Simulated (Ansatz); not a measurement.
The cluster CrO₂⁻. Charge -1, multiplicity 2. Geometry PBE0-D4/def2-TZVPD; atoms count from 1.

```xyz
3

Cr    0.848    0.376    0.637
O    -0.760    0.446   -0.249
O    -0.088   -0.821   -0.388
```

The structure holds one bond between oxygen atoms, so isomers without such links may lie far lower. The charge -1 doublet is spin-contaminated (final ⟨S²⟩ up to 2.63, 0.75 for a pure state). The highest occupied level of the charge -1 doublet lies above zero (up to 0.30 eV). The electron is either unbound and held by the finite basis, or the level is raised by self-interaction error. Another isomer (quartet) lies 4.81 eV lower at PBE0-D4/def2-TZVPD; other spin states weren't run for this one.

Question: Estimate the Mulliken populations from the PBE0/def2-TZVPD orbitals of Ansatz.

Answer: 
```
atom  charge (e)  spin (α − β)  d electrons
 Cr1        0.10          0.94         4.50
  O2       -0.55          0.08            –
  O3       -0.55         -0.02            –
```
Mulliken values depend strongly on the basis. With diffuse functions, as here, like atoms can get unlike values, and bond orders can come out too low or too high.

Question: Where does the spin sit?

Answer: Summed by element: Cr 0.94, O 0.06, of 1 unpaired in all. Largest on single atoms: Cr1 0.94, O2 0.08, O3 -0.02.

Question: And the Mayer bond orders between heavy atoms (over 0.3)?

Answer: Cr1–O2 0.46 (1.84 Å); Cr1–O3 0.47 (1.83 Å); O2–O3 0.64 (1.44 Å).
